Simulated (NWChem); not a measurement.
System: MgNH2F; SMILES [NH2][Mg][F]

Here is an NWChem input.

```
start job
memory heap 200 mb stack 900 mb global 1100 mb
geometry units angstroms noautoz
  Mg    -0.139764     0.313033    -0.000281
  F      0.232554     2.016561    -0.000450
  N     -0.543173    -1.529584    -0.000111
  H     -0.659803    -2.115534    -0.819322
  H     -0.680276    -2.111024     0.819140
end
basis spherical
  Mg library def2-tzvp
  F library def2-tzvp
  N library def2-tzvp
  H library def2-tzvp
end
dft
  xc b3lyp
  iterations 150
  mulliken
end
task dft energy
```

All runs use the structure optimised with B3LYP/6-31G* (spherical d).

Q: Give the results of this calculation. (B3LYP/def2-TZVP.) Quantities: basis functions; energy (Ha); highest occupied level (eV); orbital gap (eV); dipole (D).

A: 
| Quantity | Result |
|---|---|
| number of basis functions | 106 |
| energy (Ha) | -356.06 |
| highest occupied level (eV) | -6.34 |
| orbital gap (eV) | 4.80 |
| dipole (D) | 2.15 |
